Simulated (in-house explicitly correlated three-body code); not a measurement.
Computed with an exponentially correlated three-body code. Model: two electrons around a point charge, non-relativistic, variational in 260 exponentially correlated functions (energies converged to about 1e-7 hartree, or 1e-8 relative for large Z), ground state as one setting changes.

Given: nuclear charge 1.5.

```tsv
Yukawa screening of all interactions (1/bohr)	ground energy (hartree)	binding of second electron (eV)	mean radius (bohr)	mean distance of electrons (bohr)	mean cosine of angle
0.003	-1.45928786	9.2187	1.3565	2.1106	-0.082968
0.0075	-1.45033399	9.1578	1.3566	2.1107	-0.082963
0.015	?	?	?	?	?
0.03	-1.40615071	8.8569	1.3572	2.1117	-0.082869
0.0525	-1.36292692	8.5622	1.3587	2.1139	-0.082673
0.075	?	?	?	?	?
0.1125	-1.25219133	7.8064	1.3658	2.1251	-0.081739
0.15	-1.18620278	7.3558	1.3727	2.1357	-0.080904
0.225	-1.06130066	6.5039	1.3915	2.1652	-0.078784
0.3	-0.945381572	5.7161	1.4172	2.2055	-0.076194
0.375	-0.837970665	4.9906	1.45	2.2573	-0.073241
0.45	-0.738649969	4.3256	1.4905	2.3214	-0.069997
0.6	-0.562813602	3.1692	1.5985	2.494	-0.062821
0.75	-0.415235693	2.2306	1.7534	2.7441	-0.054932
0.9	-0.293624011	1.4917	1.9777	3.1097	-0.046515
1.05	-0.195900876	0.93268	2.3127	3.6611	-0.037754
1.2	-0.120117726	0.53152	2.8416	4.5394	-0.028893
1.35	-0.0644023015	0.26382	3.7571	6.0712	-0.020273
```

**Question.** What follows for Yukawa screening of all interactions = 0.015?

**Answer.** ground energy -1.43549818 hartree; binding of second electron 9.0568 eV; mean radius 1.3567 bohr; mean distance of electrons 2.1109 bohr; mean cosine of angle -0.082944.

**Question.** What follows for Yukawa screening of all interactions = 0.075?

**Answer.** ground energy -1.32064054 hartree; binding of second electron 8.2737 eV; mean radius 1.3608 bohr; mean distance of electrons 2.1172 bohr; mean cosine of angle -0.082388.
